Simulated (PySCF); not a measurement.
Does the structure fit the spectrum?

A compound C6H10FP gives the data below (simulated from a calculation) and was assigned the structure `C=C/P=C(\F)C(C)C`.

¹³C{¹H} NMR (computed): δ 143.9 (CH), 141.8 (CH), 90.5 (CH), 37.8 (CH2, 2C), 25.0 (CH3).

¹H NMR (500 MHz, computed): δ 6.32 (m, 1H), 6.13 (m, 1H), 5.34 (m, 1H), 2.41 (m, 2H), 2.23 (m, 2H), 2.03 (d, 3H).

Single conformer, fast rotation and ring inversion assumed for equivalent nuclei, gas phase, non-relativistic. PBE0/pcSseg-1 with gauge-including orbitals; coordinates at the GFN2-xTB level; PySCF 2.14.

Shifts are taken against calculated references (same method and geometry level): TMS for ¹H (31.72 ppm) and ¹³C (186.93 ppm).

(1) Compare with the shifts computed for the proposed structure, pairing carbons in order of shift.

(2) Which isomer fits?

## Answers

(1) Mapped SMILES: `[CH2:1]=[CH:2]/[P:3]=[C:4](\[F:5])[CH:6]([CH3:7])[CH3:8]` (H(Xn): hydrogen on atom n).

```json
{"atom": "C4", "computed for proposal": "234.0", "given list": "143.9", "difference": "+90.1"}
{"atom": "C2", "computed for proposal": "145.6", "given list": "141.8", "difference": "+3.8"}
{"atom": "C1", "computed for proposal": "136.2", "given list": "90.5", "difference": "+45.7"}
{"atom": "C6", "computed for proposal": "42.7", "given list": "37.8", "difference": "+4.9"}
{"atom": "C7", "computed for proposal": "23.5", "given list": "37.8", "difference": "-14.3"}
{"atom": "C8", "computed for proposal": "23.5", "given list": "25.0", "difference": "-1.5"}
```

The rms difference is 41.7 ppm and the largest +90.1 ppm at C4 (carbon double-bonded to a heavier main-group atom). The carbon types in order of shift don't match either: C, CH, CH2, CH, CH3, CH3 for the proposal against CH, CH, CH, CH2, CH2, CH3 in the data. The proposal doesn't fit.

(2) SMILES C/C=C/P1CC(F)C1.

1. δC 143.9, 141.8: alkene CH; an sp2 carbon of a C=C bond.
2. δC 90.5: sp3 CH bonded to F; pulled downfield by the heteroatom.
3. δC 25.0: allylic methyl carbon; saturated and bonded to C and H only.
4. δH 2.03: hydrogen on an allylic methyl carbon; allylic position.

The data come from this structure; uniqueness wasn't tested.

Splittings by ¹⁹F and ³¹P in the carbon and heteronuclear signals aren't shown, as no couplings were computed. Shifts are as computed. Against solution values, carbons near 30 ppm lie about +3 ppm off and those near 130 ppm about +5 ppm. Of 1211 compounds with measured shifts, 218 miss one by over three times the rms of a fit or turn the order of signals round; such compounds aren't used in these exercises. No couplings were computed; multiplicities are counted from neighbouring protons, with m where these are inequivalent, close in shift, in a saturated or five-membered ring or joined by F or P, and br s for small geminal =CH2 splittings.
